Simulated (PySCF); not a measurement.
Compound: SbMe2(vinyl), C₄H₉Sb.
Z-matrix (Å and degrees, PBE0-D3(BJ)/def2-SVP geometry), rows numbered from 1:
```
Sb
C   1  2.1730
H   2  1.0996  1  110.07
H   2  1.0991  1  109.77  3  -120.40
H   2  1.0996  1  109.54  3   120.14
C   1  2.1726  2   93.63  3   -48.80
H   6  1.0990  1  109.68  2   167.75
H   6  1.0997  1  110.11  2    47.46
H   6  1.0997  1  109.63  2   -72.78
C   1  2.1508  2   94.30  3    45.69
C  10  1.3346  1  123.16  2   136.02
H  10  1.0992  1  117.47  2   -44.18
H  11  1.0962 10  122.07  1    -0.37
H  11  1.0968 10  121.91  1   179.66
```

The calculation used PBE0-D3(BJ)/def2-SVP geometry optimisation, gas phase, def2 core potentials past Kr in PySCF.

Take the most abundant isotopes and a rigid rotor. The values belong to one conformer.

Problem. What are A, B and C (GHz)?

Solution. Ia = 134.90, Ib = 253.53, Ic = 283.85 u·Å²; 505379 MHz·u·Å²/I gives 3746, 1993 and 1780 MHz, that is A = 3.7464, B = 1.9934, C = 1.7805 GHz.

Problem. What kind of rotor is it?

Solution. An asymmetric top; Ray's κ = -0.783.

Problem. Is it planar, by Δ = Ic − Ia − Ib?

Solution. Not planar: Δ = Ic − Ia − Ib = -104.58 u·Å². For a rigid frame Δ = −2 Σ m c², so Σ m c² = 52.29 u·Å² lies off the ab plane: 14.14 from hydrogen and 38.15 from heavier atoms. The atom farthest from that plane is 1.95 Å away.

Problem. Give the coordinates in the principal-axis frame, origin at the centre of mass.

Solution. The sense of each axis is arbitrary; atoms in the order of the calculation.
```tsv
atom	mass (u)	a (Å)	b (Å)	c (Å)
Sb1	120.904	0.231	0.000	-0.327
C2	12.000	1.137	1.565	0.877
H3	1.008	0.945	1.380	1.943
H4	1.008	0.717	2.541	0.595
H5	1.008	2.223	1.582	0.701
C6	12.000	1.066	-1.603	0.879
H7	1.008	0.583	-2.554	0.616
H8	1.008	0.903	-1.396	1.947
H9	1.008	2.145	-1.687	0.686
C10	12.000	-1.638	0.040	0.737
C11	12.000	-2.825	0.007	0.128
H12	1.008	-1.596	0.087	1.834
H13	1.008	-2.919	-0.038	-0.963
H14	1.008	-3.766	0.023	0.691
```

Problem. Where do the levels up to J = 5 lie, in K?

Solution. Above 0(0,0), as E/k:
J = 1: 1(0,1) 0.181, 1(1,1) 0.265, 1(1,0) 0.275
J = 2: 2(0,2) 0.542, 2(1,2) 0.617, 2(1,1) 0.648, 2(2,1) 0.900, 2(2,0) 0.901
J = 3: 3(0,3) 1.082, 3(1,3) 1.145, 3(1,2) 1.206, 3(2,2) 1.444, 3(2,1) 1.448, 3(3,1) 1.890, 3(3,0) 1.890
J = 4: 4(0,4) 1.798, 4(1,4) 1.847, 4(1,3) 1.949, 4(2,3) 2.167, 4(2,2) 2.180, 4(3,2) 2.616, 4(3,1) 2.617, 4(4,1) 3.240, 4(4,0) 3.240
J = 5: 5(0,5) 2.688, 5(1,5) 2.724, 5(1,4) 2.876, 5(2,4) 3.071, 5(2,3) 3.100, 5(3,3) 3.525, 5(3,2) 3.526, 5(4,2) 4.147, 5(4,1) 4.147, 5(5,1) 4.949, 5(5,0) 4.949
The levels of one J sum to (2J + 1)J(J + 1)(A + B + C)/3.

Problem. Which types of transition are allowed, and where do some lines up to J = 5 fall?

Solution. The dipole components are |μa| = 0.11 D, |μb| = 0.01 D, |μc| = 0.56 D. The squared components, which scale the intensities, stand as 0.04 : 0.00 : 1.00 (a : b : c). Some lines, for components of 0.1 D or more:

```csv
type,branch,"J(Ka,Kc)",MHz,lower level (cm⁻¹)
a,Q,"5(2,3) ← 5(2,4)",595,2.135
c,Q,"4(1,4) ← 4(0,4)",1015,1.250
a,Q,"3(1,2) ← 3(1,3)",1276,0.796
c,Q,"1(1,1) ← 1(0,1)",1753,0.126
a,Q,"4(1,3) ← 4(1,4)",2122,1.284
a,R,"1(0,1) ← 0(0,0)",3774,0.000
c,Q,"4(2,3) ← 4(1,3)",4551,1.355
c,Q,"3(2,2) ← 3(1,2)",4952,0.838
c,Q,"5(3,3) ← 5(2,3)",8855,2.154
a,R,"3(2,2) ← 2(2,1)",11321,0.626
c,R,"2(2,0) ← 1(1,0)",13038,0.191
c,R,"2(2,1) ← 1(1,1)",13233,0.184
c,R,"3(1,2) ← 2(0,2)",13826,0.377
a,R,"4(3,1) ← 3(3,0)",15135,1.314
c,R,"4(1,3) ← 3(0,3)",18058,0.752
a,R,"5(0,5) ← 4(0,4)",18539,1.250
a,R,"5(1,4) ← 4(1,3)",19311,1.355
c,R,"5(2,4) ← 4(1,4)",25502,1.284
c,R,"5(3,3) ← 4(2,3)",28279,1.506
```

PBE0-D3(BJ)/def2-SVP frequencies: not computed here. These are rigid-rotor constants of the computed structure; measured ground-state constants (B0) also hold zero-point vibration. A rigid rotor knows nothing of internal rotation, which can split or shift real lines.
